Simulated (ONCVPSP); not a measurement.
**Hf (Z = 72), ONCV: configuration errors across variants**

ONCVPSP 4.0.1 input, shortened (lines: element, Z, core and valence counts, functional; n l f; lmax; l rc ep ncon nbas qcut; lloc lpopt rc5 dvloc0; l nproj debl; icmod fcfact rcfact), PBEsol, scalar-relativistic:

```
  Hf 72.00   10    5  -116133      upf
    1    0    2.00
    2    0    2.00
    2    1    6.00
    3    0    2.00
    3    1    6.00
    3    2   10.00
    4    0    2.00
    4    1    6.00
    4    2   10.00
    4    3   14.00
    5    0    2.00
    5    1    6.00
    5    2    2.00
    6    0    1.00
    6    1    1.00
    2
    0    1.70    0.00    4    8    6.70
    1    2.50    0.00    5    9    5.20
    2    2.70    0.00    4    9    6.50
    4    5    1.50    0.00
    0    2    1.50
    1    2    0.70
    2    2    2.10
    0    0.00    0.00
```

All-electron excitation energies from the reference (eV): (1) 5s2 5p6 5d2 6s2 6p0 -3.863; (2) 5s2 5p6 5d2 6s1 6p0 4.146; (3) 5s2 5p6 5d2 6s0 6p0 18.309.

1 further variants failed, have other tests or another functional or relativity, and are left out.

A true bound ghost makes a file unfit for plane-wave use even where its test errors are small: the radial tests pick states by their node count and pass the ghost by.

Errors AE − PS in meV (a dash: test not solved or not reliable):

| change | (1) | (2) | (3) | bound ghosts | GHOST(+) flags above zero |
| --- | --- | --- | --- | --- | --- |
| base | +2.1 | -1.6 | +2.5 | none | s, d |
| p: nproj 4 | +2.1 | -1.6 | +2.3 | p | s, p, d |
| local potential polynomial inside 1.10 bohr (lpopt 5, dvloc0 2 Ha) | +2.1 | -1.6 | +2.5 | none | s, d |

Give the same row for: all radii scaled by about 1.30 (s 2.22, p 3.26, d 3.52 bohr); local potential polynomial inside 1.96 bohr (lpopt 5, dvloc0 0 Ha).

+1.4, -0.9, -0.6; bound ghosts: none; GHOST(+) flags above zero: none.
